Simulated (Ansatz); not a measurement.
## Energy profile

The step: H₂O₂ ([OH][OH]) + GeH₄ → GeH₄O₂ ([OH][O][GeH3]) + H₂; bonds formed: Ge1–O7, H2–H6; bonds broken: Ge1–H2, H6–O7 (atoms numbered as in the saddle structure below).

| atom | x (Å) | y (Å) | z (Å) |
| --- | --- | --- | --- |
| Ge1 | -0.1209 | 0.5845 | 0.9252 |
| H2 | 1.5448 | -0.2270 | 0.5423 |
| H3 | 0.0946 | 0.1783 | 2.3979 |
| H4 | -1.6450 | 0.5485 | 0.6822 |
| H5 | 0.4230 | 1.9830 | 0.6092 |
| H6 | 1.1928 | -0.5121 | -0.4189 |
| O7 | 0.0824 | -0.6065 | -0.7204 |
| O8 | -0.5854 | -0.5355 | -1.9857 |
| H9 | -0.9862 | -1.4132 | -2.0317 |

Electronic energies by CCSD(T) at an estimated basis limit (MP2 extrapolated from triple and quadruple zeta, plus CCSD(T) − MP2 in triple zeta), on PBE0-D4/def2-TZVP structures; GeH₆O₂, singlet; no counterpoise correction. Ansatz 0.2.0; basis: def2-TZVPP and def2-QZVPP; cores frozen in the correlated methods. Filled d shells of the heavier atoms are correlated. The def2 sets are not built for correlating such inner shells, so the correlated values are less sure here. Extrapolation: Hartree–Fock as exp(−7.88 √X), correlation as X^−2.97.

Question: Give the profile in eV, counted from the separated reactants. (An estimate is asked for; the value comes from the calculation.)

Answer: Computed:
```json
{"point": "separated: GeH₄ (Ge1, H2, H3, H4, H5; singlet) + H₂O₂ (linked as [OH][OH]; H6, O7, O8, H9; singlet)", "eV": "0.000"}
{"point": "start structure", "eV": "-0.070"}
{"point": "saddle", "eV": "2.047"}
{"point": "end structure", "eV": "-0.041"}
{"point": "separated: GeH₄O₂ (linked as [OH][O][GeH3]; Ge1, H3, H4, H5, O7, O8, H9; singlet) + H₂ (H2, H6; singlet)", "eV": "-0.008"}
```

The T1 diagnostic stays at or below 0.016.

For scale, one of the runs: CCSD(T)/def2-TZVPP, 194 basis functions, launched by `ansatz run in.yaml --threads 4 --pin off --events-out ev --progress --plain --max-ram 9574MiB`. Time: 61 s of wall clock on 4 CPU threads of an Arm Neoverse V1; the host was shared. Peak host memory: 2.3 GiB.
